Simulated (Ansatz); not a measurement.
`F[BH][GeH2][F]` and `[BH2][GeH2][F]` differ in one atom or group.

Ansatz, PBE0-D4/def2-TZVP geometries, multiplicity 1. Each molecule was computed in one conformer, which needn't be the lowest.

Scalar relativity is left out up to krypton.

```json
{"property": "size of the dipole moment (ωB97M-V/def2-TZVPP) / D", "`F[BH][GeH2][F]`": "2.62"}
{"property": "HOMO–LUMO gap (PBE/def2-TZVPP) / eV", "`F[BH][GeH2][F]`": "4.02"}
{"property": "ideal-gas entropy at 298 K and 1 bar (rigid rotor, harmonic PBE0-D4/def2-TZVP) / J/(mol·K)", "`F[BH][GeH2][F]`": "327"}
{"property": "zero-point energy (PBE0-D4/def2-TZVP) / kJ/mol", "`F[BH][GeH2][F]`": "86.8"}
{"property": "HOMO–LUMO gap (B3LYP/def2-TZVPP) / eV", "`F[BH][GeH2][F]`": "5.94"}
{"property": "HOMO energy (ωB97M-V/def2-TZVPP) / eV", "`F[BH][GeH2][F]`": "-10.55"}
```

Question: What does the change do to each property? (Estimate.)

Answer: Computed: 
```json
{"property": "size of the dipole moment (ωB97M-V/def2-TZVPP) / D", "`[BH2][GeH2][F]`": "2.40", "shift": "-0.22"}
{"property": "HOMO–LUMO gap (PBE/def2-TZVPP) / eV", "`[BH2][GeH2][F]`": "3.45", "shift": "-0.57"}
{"property": "ideal-gas entropy at 298 K and 1 bar (rigid rotor, harmonic PBE0-D4/def2-TZVP) / J/(mol·K)", "`[BH2][GeH2][F]`": "303", "shift": "-24"}
{"property": "zero-point energy (PBE0-D4/def2-TZVP) / kJ/mol", "`[BH2][GeH2][F]`": "98.8", "shift": "12.0"}
{"property": "HOMO–LUMO gap (B3LYP/def2-TZVPP) / eV", "`[BH2][GeH2][F]`": "5.36", "shift": "-0.58"}
{"property": "HOMO energy (ωB97M-V/def2-TZVPP) / eV", "`[BH2][GeH2][F]`": "-10.75", "shift": "-0.20"}
```

With PBE0 the HOMO falls by 0.19 eV and the LUMO falls by 0.78 eV, so the gap narrows by about 0.59 eV. PBE moves the HOMO by -0.24 eV and ωB97M-V by -0.20 eV. Dipoles are sizes alone; their direction can turn.

B3LYP here is the variant with VWN-RPA as its local correlation; programs differ in this.
